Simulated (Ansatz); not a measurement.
Calculated with Ansatz (gas phase, PBE0-D4/def2-TZVP geometries, no zero-point term in ΔE). CCSD(T)/CBS adds triple-zeta CCSD(T) − MP2 to the extrapolated MP2 energy (def2 sets, frozen cores). Functionals use def2-TZVPP. B3LYP here is the variant with VWN-RPA as its local correlation; programs differ in this. def2 core potentials past Kr. For Sn outer-core shells are correlated without core-valence functions, which leaves a few kJ/mol of doubt a bond. One conformer a species, not always the lowest.

Consider the redistribution: `[SiH3][S][SnH3]` + `OCOC[SiH3]` → `[SiH3]C[O][SnH3]` + `OCS[SiH3]`.

```json
{"level": "PBE-D4", "ΔE (kJ/mol)": "57.2", "difference from CCSD(T)/CBS": "-0.9"}
{"level": "r2SCAN-D4", "ΔE (kJ/mol)": "59.6", "difference from CCSD(T)/CBS": "1.5"}
{"level": "PBE0-D4", "ΔE (kJ/mol)": "64.9", "difference from CCSD(T)/CBS": "6.8"}
{"level": "B3LYP-D4", "ΔE (kJ/mol)": "57.1", "difference from CCSD(T)/CBS": "-1.0"}
{"level": "ωB97X-V", "ΔE (kJ/mol)": "61.2", "difference from CCSD(T)/CBS": "3.1"}
{"level": "ωB97M-V", "ΔE (kJ/mol)": "62.2", "difference from CCSD(T)/CBS": "4.1"}
{"level": "B2PLYP", "ΔE (kJ/mol)": "57.0", "difference from CCSD(T)/CBS": "-1.1"}
{"level": "PBE", "ΔE (kJ/mol)": "56.6", "difference from CCSD(T)/CBS": "-1.5"}
{"level": "r2SCAN", "ΔE (kJ/mol)": "59.5", "difference from CCSD(T)/CBS": "1.4"}
{"level": "PBE0", "ΔE (kJ/mol)": "64.4", "difference from CCSD(T)/CBS": "6.3"}
{"level": "B3LYP", "ΔE (kJ/mol)": "56.4", "difference from CCSD(T)/CBS": "-1.7"}
{"level": "HF/def2-TZVPP", "ΔE (kJ/mol)": "69.8", "difference from CCSD(T)/CBS": "11.7"}
{"level": "MP2/def2-TZVPP", "ΔE (kJ/mol)": "60.3", "difference from CCSD(T)/CBS": "2.2"}
{"level": "SCS-MP2/def2-TZVPP", "ΔE (kJ/mol)": "58.2", "difference from CCSD(T)/CBS": "0.1"}
{"level": "CCSD/def2-TZVPP", "ΔE (kJ/mol)": "63.2", "difference from CCSD(T)/CBS": "5.1"}
{"level": "CCSD(T)/def2-TZVPP", "ΔE (kJ/mol)": "61.6", "difference from CCSD(T)/CBS": "3.5"}
{"level": "HF/def2-QZVPP", "ΔE (kJ/mol)": "67.8", "difference from CCSD(T)/CBS": "9.7"}
{"level": "MP2/def2-QZVPP", "ΔE (kJ/mol)": "57.6", "difference from CCSD(T)/CBS": "-0.5"}
{"level": "SCS-MP2/def2-QZVPP", "ΔE (kJ/mol)": "55.8", "difference from CCSD(T)/CBS": "-2.3"}
{"level": "HF/CBS(def2)", "ΔE (kJ/mol)": "67.6", "difference from CCSD(T)/CBS": "9.5"}
{"level": "MP2/CBS(def2)", "ΔE (kJ/mol)": "56.8", "difference from CCSD(T)/CBS": "-1.3"}
{"level": "CCSD/CBS(def2)", "ΔE (kJ/mol)": "59.7", "difference from CCSD(T)/CBS": "1.6"}
{"level": "CCSD(T)/CBS", "ΔE (kJ/mol)": "58.1", "difference from CCSD(T)/CBS": "0"}
```

Largest T1 diagnostic among the species: 0.014.

From PBE to PBE0 (25 % exact exchange), in def2-TZVPP and without D4, ΔE moves by +7.8 kJ/mol. In def2-TZVPP, CCSD(T) changes the Hartree–Fock value by −8.2 kJ/mol (the triples alone add −1.6 kJ/mol) and MP2 by −9.5 kJ/mol.
